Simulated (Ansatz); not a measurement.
CH$_{6}$BNTe (`CB(N)[TeH]`), relaxed with RKS PBE0-D4/def2-TZVP in the Gaussian-basis code of Ansatz from a PBE-D4/def2-SVP geometry. The force threshold is 0.005 eV/Å; the program also tests the step.

Total charge 0; spin multiplicity 1. Te: def2 effective core potential.

Start:

```xyz
10

C     1.022   -0.958    0.451
B    -0.165   -0.021   -0.012
N     0.046    1.271   -0.513
Te   -2.215   -0.821    0.166
H     0.989   -1.946   -0.054
H     2.019   -0.511    0.252
H     0.960   -1.164    1.541
H    -0.693    1.906   -0.814
H     0.985    1.664   -0.602
H    -2.949    0.580   -0.414
```

Problem. By how much does the energy fall, and how many steps does the optimiser take? (Best estimate.)

Solution. Ansatz gave: 3.54 kJ/mol, in 12 steps.

Problem. Which bonds change most? (Best estimate.)

Solution. Computed: Te4–H10 from 1.684 to 1.659 Å; B2–Te4 from 2.207 to 2.186 Å; C1–H7 from 1.111 to 1.094 Å; C1–H6 from 1.110 to 1.094 Å.

Problem. Give the relaxed structure. (An estimate is asked.)

Solution. Computed: 
```xyz
10

C     1.014   -0.947    0.453
B    -0.166   -0.017   -0.003
N     0.051    1.255   -0.521
Te   -2.200   -0.791    0.203
H     1.012   -1.891   -0.099
H     1.993   -0.479    0.308
H     0.925   -1.208    1.512
H    -0.678    1.878   -0.823
H     0.979    1.633   -0.625
H    -2.931    0.568   -0.406
```
